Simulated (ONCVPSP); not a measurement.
# Potentials for Al compared

Generated with ld1.x 7.5 (TM, RRKJ, ultrasoft, PAW), atompaw 4.2 or ONCVPSP 4.0.1. The cutoff is in Ry: for ld1.x and atompaw files where the sum of valence levels is converged to 10 mRy in a Bessel basis, for ONCV files where the hardest occupied wave has 1 mHa per electron of residual kinetic energy. The error is the largest all-electron minus pseudo excitation energy over each file’s own four to seven test configurations (ionisations up to +4, promotions, holes and added fractions of an electron), all of which were solved. The labels leave out finer settings (local radius, basis sizes, second energies), which also bear on the numbers. Spin-polarised tests are not counted. The rows are a selection from randomly drawn settings: files with unsolved tests, undetermined cutoffs or missed reference levels are left out.

A true bound ghost makes a file unfit for plane-wave use even where its test errors are small: the radial tests pick states by their node count and pass the ghost by.

```csv
potential,cutoff (Ry),largest error (meV),bound ghosts
"ONCV, LDA (Perdew-Wang 92), scalar-relativistic, rc 2.25/2.00/1.75 (spd), local smoothed, core correction yes, reference 3s2 3p1, qcut 2.5/2.5/3.7, projectors 2/2/2",15,-145,none
"ONCV, LDA (Perdew-Wang 92), non-relativistic, rc 0.90/0.55/0.95 (spd), local smoothed, core correction yes, reference 2s2 2p6 3s2, qcut 15.3/14.3/11, projectors 2/2/2",1646,-1.0,none
"ONCV, PBEsol, scalar-relativistic, rc 1.35/1.45/1.40 (spd), local smoothed, core correction yes, reference 3s1, qcut 5.4/6/7.2, projectors 1/3/1",50,-32,p
```

Question: Fill in the row for Al: ONCV, PBE, scalar-relativistic, rc 2.15/2.70 (sp), local smoothed, core correction yes, reference 3s2 3p1, qcut 3.6/2.6, projectors 2/2.

Answer: cutoff 10 Ry, largest error +29 meV, bound ghosts: none.

Question: Fill in the row for Al: ONCV, PBEsol, scalar-relativistic, rc 1.70/1.80/1.80 (spd), local smoothed, core correction no, reference 3s2 3p1, qcut 4.5/4.7/6.3, projectors 1/1/2.

Answer: cutoff 12 Ry, largest error +15 meV, bound ghosts: none.
